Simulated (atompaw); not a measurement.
# iodine (I): one change to a PAW (atompaw) potential, before and after

atompaw 4.2.0.5 input, output lines left out:

```
I 53
GGA-PBE scalarrelativistic loggrid 1500 logderivrange -3 5 201
5 5 4 0 0 0
5 1 5
0 0 0
c
c
c
c
v
c
c
c
v
c
c
2
2.00 1.90 1.50 1.90
y
-0.65
n
y
0.1
n
y
-0.05
n
custom rrkj vanderbiltortho sinc
bessel
2.00
2.00
2.00
2.00
1.80
```

Change: all radii scaled by about 1.19 (s 2.38, p 2.38, d 2.14 bohr); local potential bessel scheme, radius 1.80 bohr; augmentation sinc compensation charge, radius 2.26 bohr; PAW radius 2.38 bohr; waves and projectors: custom rrkj vanderbiltortho; core correction smooth core density matched at 2.26 bohr.

Cutoffs: the cutoffs (Ry, on a coarse ladder) from which the occupation-weighted sum of valence levels, in a spherical-Bessel basis at the reference potential, stays within 10 and 1 mRy of its value at 400 Ry; they do not see the model core or the augmentation charge, which bear on the density cutoff.

Question: What does the change do?

Answer: The potential gets neither clearly harder nor softer (8 Ry and 21 Ry → 10 Ry and 15 Ry); neither file shows a bound ghost.

```csv
quantity,base,changed
"cutoff, loose",8 Ry,10 Ry
"cutoff, tight",21 Ry,15 Ry
loose cutoff by channel (10 mRy a level),"s 6 Ry, p 6 Ry","s 6 Ry, p 8 Ry"
bound ghosts,none,none
lowest overlap eigenvalue by channel,"s 0.34, p 0.54, d 1.00","s 0.33, p 0.59, d 1.00"
```

 The cutoffs see the waves, projectors and local potential, not the compensation charge or the core.
